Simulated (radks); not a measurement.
The numbers below are computed, except where a source is named.
Q: Tm+, configuration [Xe] 4f13 5d1 (not the ground configuration). Code: a radial shooting solver on a logarithmic mesh with Libxc functionals. Model: Dirac Kohn-Sham, BLYP, spin-unpolarised, spherical densities, finite nucleus; open shells fill j = l - 1/2 first; Fermi nuclear charge, rms radius 5.2256 fm. Some entries of the table are withheld. Estimate them.

orbital  occ.  eigenvalue (eV)  <r^2> (bohr^2)  r(max) (bohr)
1s1/2       2        -59214.56       0.0005486        0.01261
2s1/2       2        -9989.185        0.008457        0.07207
2p1/2       2              (1)        0.006088        0.05402
2p3/2       4              (2)        0.007304        0.06034
3s1/2       2        -2248.596         0.05572         0.2035
3p1/2       2        -2043.214         0.05148         0.1912
3p3/2       4        -1836.199         0.05827         0.2043
3d3/2       4        -1485.155         0.04577         0.1611
3d5/2       6        -1439.906         0.04765         0.1647
4s1/2       2        -446.7527          0.2800         0.4647
4p1/2       2        -364.1232          0.2919         0.4664
4p3/2       4        -317.3518          0.3297         0.4944
4d3/2       4        -181.2864          0.3711            (3)
4d5/2       6        -172.7777          0.3861            (4)
5s1/2       2         -58.1913           1.716          1.092
5p1/2       2         -35.9704           2.234          1.193
5p3/2       4         -30.2945           2.636          1.284
4f5/2       6          -8.7193          0.8950            (5)
4f7/2       7          -7.5244          0.9687            (6)
5d3/2       1          -5.8045           10.76          2.035
5d5/2       0          -5.5652           11.60          2.126

A: 
(1) 2p1/2 eigenvalue (eV): -9523.262
(2) 2p3/2 eigenvalue (eV): -8542.758
(3) 4d3/2 r(max) (bohr): 0.4961
(4) 4d5/2 r(max) (bohr): 0.5051
(5) 4f5/2 r(max) (bohr): 0.4927
(6) 4f7/2 r(max) (bohr): 0.4982
